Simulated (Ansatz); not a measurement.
Consider the isomerisation: `CCB(N)O` → `CB(O)CN`.

Program: Ansatz. Geometries: PBE0-D4/def2-TZVP. ΔE: electronic, gas phase. CCSD(T)/CBS adds triple-zeta CCSD(T) − MP2 to the extrapolated MP2 energy (def2 sets, frozen cores). Functionals use def2-TZVPP. B3LYP here is the variant with VWN-RPA as its local correlation; programs differ in this. One conformer a species, not always the lowest.

(1) Is it downhill or uphill in electronic energy at CCSD(T)/CBS, and by how much? (Estimate.)

(2) What do these levels give: r2SCAN-D4, PBE0-D4, B3LYP-D4, ωB97M-V, B2PLYP, r2SCAN, HF/def2-TZVPP, CCSD/def2-TZVPP, HF/def2-QZVPP, HF/CBS(def2), MP2/CBS(def2), CCSD/CBS(def2)? (Best estimate.)

Largest T1 diagnostic among the species: 0.011.

Results:

(1) Ansatz gave: Uphill: ΔE = +137.5 kJ/mol.

(2) Computed: r2SCAN-D4 136.1, PBE0-D4 134.4, B3LYP-D4 136.5, ωB97M-V 135.4, B2PLYP 138.6, r2SCAN 136.2, HF/def2-TZVPP 141.9, CCSD/def2-TZVPP 137.7, HF/def2-QZVPP 141.9, HF/CBS(def2) 141.9, MP2/CBS(def2) 141.7, CCSD/CBS(def2) 138.1 kJ/mol.

From PBE to PBE0 (25 % exact exchange), in def2-TZVPP and without D4, ΔE moves by +3.2 kJ/mol.
